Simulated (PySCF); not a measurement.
C₃H₈ClSi, SMILES [CH2][Si](C)(C)Cl, multiplicity 2. Atoms are numbered in the order given.

```xyz
13

C     -0.7111     1.6952    -0.8290
Si    -0.0952     0.0187    -0.3377
C      1.4507    -0.4600    -1.2928
C     -1.4273    -1.2927    -0.5289
Cl     0.4161     0.1178     1.6947
H     -0.7583     2.5415    -0.1341
H     -1.0574     1.9143    -1.8479
H      2.2558     0.2742    -1.1341
H      1.8155    -1.4492    -0.9718
H      1.2346    -0.5061    -2.3737
H     -1.0507    -2.2787    -0.2119
H     -2.3120    -1.0481     0.0791
H     -1.7436    -1.3671    -1.5833
```
Charge 0, spin multiplicity 2.

Geometry optimised at TPSSh-D3(BJ)/def2-SVP. A frequency run showed that this geometry is not a minimum. The isomer is the one that the SMILES or the coordinates give; other isomers of the formula were not compared.

Level of theory: r2SCAN/def2-TZVP (PySCF).

Atomic charges (e):

```tsv
atom	meta-Löwdin	Mulliken	Mulliken spin
C1	-0.49	-0.42	1.06
Si2	0.98	0.58	-0.01
C3	-0.62	-0.46	0.02
C4	-0.62	-0.46	0.02
Cl5	-0.34	-0.30	0.00
H6	0.14	0.15	-0.05
H7	0.13	0.14	-0.05
H8	0.14	0.13	0.00
H9	0.14	0.13	0.01
H10	0.13	0.12	0.00
H11	0.14	0.13	0.01
H12	0.14	0.13	0.00
H13	0.13	0.12	0.00
```

Task: Give the Mayer and Wiberg (Löwdin basis) orders of the bonds. (Estimate from the structure and the level; the computed values follow.)

Result: 
```
bond     Mayer  Wiberg
-------  -----  ------
C1–Si2    1.03    1.31
Si2–C3    0.99    1.18
Si2–C4    0.99    1.18
Si2–Cl5   1.12    1.69
C1–H6     0.95    0.94
C1–H7     0.94    0.94
C3–H8     0.95    0.90
C3–H9     0.95    0.90
C3–H10    0.94    0.90
C4–H11    0.95    0.90
C4–H12    0.95    0.90
C4–H13    0.94    0.90
```
